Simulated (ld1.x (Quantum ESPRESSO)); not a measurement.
## Fe (Z = 26), RRKJ: configuration errors across variants

ld1.x (Quantum ESPRESSO) 7.5 input, shortened:

```
&input
   title='Fe', zed=26., rel=2, dft='PBESOL', iswitch=3,
   config='[Ar] 3d5 4s0 4p0', rel_dist='average'
 /
 &inputp
   pseudotype=2, tm=.false., rho0=0.02, lloc=2,
   nlcc=.false.
 /
3
3S  1  0   2.00   0.00  1.10  1.10  0.0
3P  2  1   6.00   0.00  1.40  1.40  0.0
3D  3  2   5.00   0.00  1.15  1.15  0.0
 &test
   configts(1)='3s2 3p6 3d5 4s0 4p0'
 /
```

Open shells are filled in proportion to 2j + 1 (rel_dist='average').

All-electron excitation energies from the reference (eV): (1) 3s2 3p6 3d6 4s2 4p0 -59.047; (2) 3s2 3p6 3d6 4s1 4p0 -50.302; (3) 3s2 3p6 3d6 4s0 4p0 -34.187; (4) 3s2 3p6 3d6.5 4s1.5 4p0 -59.779; (5) 3s2 3p6 3d4 4s0 4p0 53.049; (6) 3s2 3p5 3d6 4s2 4p0 8.528; (7) 3s1 3p6 3d6 4s2 4p0 42.581.

The overlap operator is not positive definite (basis up to 400 Ry) in “type ultrasoft; waves now 3s (bound): rcut 1.05, rcutus 1.10 bohr; 4s (bound): rcut 1.05, rcutus 1.10 bohr; 3p (bound): rcut 1.20, rcutus 1.40 bohr; 4p (bound): rcut 1.20, rcutus 1.40 bohr; 3d (bound): rcut 1.00, rcutus 1.15 bohr; 3d channel at 2.1 Ry: rcut 1.00, rcutus 1.15 bohr; local potential all-electron potential smoothed inside 0.90 bohr (lloc = -1); augmentation built from norm-conserving waves at rcut, not smoothed further; rho0 0”. Such files are unfit for use, however small their errors in these radial tests.

4 further variants failed, have other tests or another functional or relativity, and are left out.

Errors AE − PS in meV (a dash: test not solved or not reliable):

| change | (1) | (2) | (3) | (4) | (5) | (6) | (7) | bound ghosts |
| --- | --- | --- | --- | --- | --- | --- | --- | --- |
| base | -80 | -54 | -11 | -72 | -0.1 | -35 | -59 | none |
| type ultrasoft; waves now 3s (bound): rcut 1.05, rcutus 1.10 bohr; 4s (bound): rcut 1.05, rcutus 1.10 bohr; 3p (bound): rcut 1.20, rcutus 1.40 bohr; 4p (bound): rcut 1.20, rcutus 1.40 bohr; 3d (bound): rcut 1.00, rcutus 1.15 bohr; 3d channel at 2.1 Ry: rcut 1.00, rcutus 1.15 bohr; local potential all-electron potential smoothed inside 0.90 bohr (lloc = -1); augmentation built from norm-conserving waves at rcut, not smoothed further; rho0 0 | -2467 | -1706 | -278 | -1924 | +106 | -3508 | -3770 | not determined (overlap not positive) |
| core correction a·sin(br)/r model core inside 1.22 bohr | -80 | -54 | -11 | -72 | -0.1 | -35 | -59 | none |
| all radii scaled by about 0.85 (s 0.94, p 1.20, d 0.98 bohr) | +145 | +96 | -2.3 | +85 | +6.1 | +347 | +332 | none |
| wave 3s (bound): rc 1.10 bohr becomes 3s (bound): rc 1.18 bohr | -120 | -81 | -11 | -98 | -0.7 | -112 | -134 | none |
| wave 3p (bound): rc 1.40 bohr becomes 3p (bound): rc 0.92 bohr | -79 | -54 | -9.8 | -71 | +1.5 | -43 | -59 | not determined |
| wave 3d (bound): rc 1.15 bohr becomes 3d (bound): rc 1.00 bohr | +150 | +99 | -4.6 | +86 | +1.1 | +365 | +348 | none |
| wave 3p (bound): rc 1.40 bohr becomes 3p (bound): rc 1.34 bohr | -79 | -53 | -9.5 | -70 | +2.7 | -38 | -59 | none |

**Question.** Give the same row for: local potential the p channel.

**Answer.** +90, +62, +8.4, +59, +39, +197, +174; bound ghosts: not determined.
